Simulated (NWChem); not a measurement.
Species: CH$_{4}$BeS$_{2}$; SMILES C[S][Be][SH]

```xyz
8

Be     0.2760    -0.4723     0.0234
S     -0.0846    -2.3445     0.0552
H     -0.0905    -2.4358    -1.2954
S      0.6577     1.3868     0.0122
C     -1.0212     2.1245     0.0136
H     -1.5935     1.8298    -0.8756
H     -0.8846     3.2139    -0.0045
H     -1.5774     1.8570     0.9216
```
Atoms are numbered in this order, from 1.

Computed with NWChem. The geometry was optimised at PBE0/def2-SVP. Ions are spin-unrestricted doublets at the neutral geometry; other ion states weren't tried.

For level PBE/def2-SVP:

```
Item                                   Value
-------------------------------------  -----
vertical ionisation energy, ΔSCF (eV)   9.03
−ε(HOMO) (eV)                           5.94
```

Task: Estimate the same quantities for level CAM-B3LYP/def2-SVP.

Result: 
| Item | Result |
|---|---|
| vertical ionisation energy, ΔSCF (eV) | 9.42 |
| −ε(HOMO) (eV) | 8.38 |
